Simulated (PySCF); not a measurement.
A GIAO shielding run with PySCF (density fitting, non-relativistic, gas phase) on SMILES C(F)(F)C#C[C@@H]1[SiH2][C@@H]1[SiH2]Cl, C₅H₇ClF₂Si₂:

```
$ OMP_NUM_THREADS=1 python probes_run.py task.json out

{"job": {"kind": "nmr", "xc": "PBE0", "basis": "pcSseg-1"}, "charge": 0, "multiplicity": 1}
F      2.196084     2.470102     1.590486
C      2.746534     1.351126     1.040707
F      3.394351     1.774141    -0.082895
C      1.738592     0.360245     0.734358
C      0.862539    -0.414058     0.445692
C     -0.145164    -1.336229     0.097923
Si    -0.688433    -1.495426    -1.725601
C     -1.557754    -0.776817    -0.209432
Si    -1.884977     1.061929     0.065495
Cl    -3.793700     1.374166    -0.530552
H      3.511434     0.976478     1.743049
H     -0.125692    -2.226638     0.717410
H     -1.054159    -2.834582    -2.154195
H     -0.053924    -0.599332    -2.670035
H     -2.339812    -1.403108     0.212708
H     -1.019778     1.892977    -0.764618
H     -1.793140     1.416895     1.479593
```

Hardware: 1 thread of an Arm Neoverse V1, shared host. The job also computes population analyses, field gradients, ring-centre shieldings.

Question: How large is the calculation?

Answer: 100 electrons, 226 basis functions and 1242 auxiliary functions.

Question: How long does it take, and how much memory does it need?

Answer: 45 s of wall time, with 14 SCF cycles and 5 response iterations; peak memory 1.1 GiB. Times on a shared host scatter by some tens of per cent.
